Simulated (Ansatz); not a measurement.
Reaction (ligand exchange at a B–Te bond): `NCB[TeH]` + CH₃NH₂ → `CNBCN` + H₂Te

Computed with Ansatz on PBE0-D4/def2-TZVP structures; ΔE is electronic, products minus reactants. CCSD(T)/CBS adds triple-zeta CCSD(T) − MP2 to the extrapolated MP2 energy (def2 sets, frozen cores). DFT in def2-TZVPP. def2 core potentials past Kr. For Te outer-core shells are correlated without core-valence functions, which leaves a few kJ/mol of doubt a bond. Each species was taken in one conformer, which may not be the lowest.

`NCB[TeH]`:

```xyz
10

N     0.981    1.409    0.158
C     0.328    0.123    0.357
B    -0.674   -0.254   -0.778
Te   -2.132   -1.784   -0.617
H     1.750    1.536    0.803
H     1.356    1.480   -0.778
H    -0.188    0.128    1.325
H     1.026   -0.737    0.420
H    -0.648    0.269   -1.854
H    -1.800   -2.169    0.964
```

CH₃NH₂:

Z-matrix (Å, degrees):
```
C
N 1 1.453
H 1 1.092 2 109.4
H 1 1.100 2 115.4 3 -121.6
H 1 1.092 2 109.4 3 116.8
H 2 1.012 1 110.6 3 62.6
H 2 1.012 1 110.6 3 -179.3
```

`CNBCN`:

Z-matrix (Å, degrees):
```
C
N 1 1.443
H 1 1.095 2 111.8
H 1 1.090 2 108.9 3 119.4
H 1 1.095 2 111.6 3 -121.1
B 2 1.388 1 126.9 3 -117.3
H 2 1.009 1 113.9 3 61.4
C 6 1.578 2 120.8 1 176.3
H 6 1.201 2 118.0 1 -2.4
N 8 1.460 6 113.0 2 150.4
H 8 1.105 6 110.7 2 21.3
H 8 1.100 6 105.6 2 -92.2
H 10 1.011 8 110.9 6 -56.4
H 10 1.012 8 111.3 6 -175.4
```

H₂Te:

Z-matrix (Å, degrees):
```
Te
H 1 1.656
H 1 1.656 2 90.4
```

| level | ΔE (kJ/mol) |
| --- | --- |
| PBE | -69.8 |
| MP2/def2-QZVPP | -63.3 |

Task: What does CCSD(T)/CBS give? (Estimate.)

Result: Ansatz gave: -66.8 kJ/mol. The listed levels differ from it by -3.0, 3.5 kJ/mol.

Largest T1 diagnostic among the species: 0.013.

In def2-TZVPP, CCSD(T) changes the Hartree–Fock value by +7.8 kJ/mol (the triples alone add +2.4 kJ/mol) and MP2 by +13.4 kJ/mol.
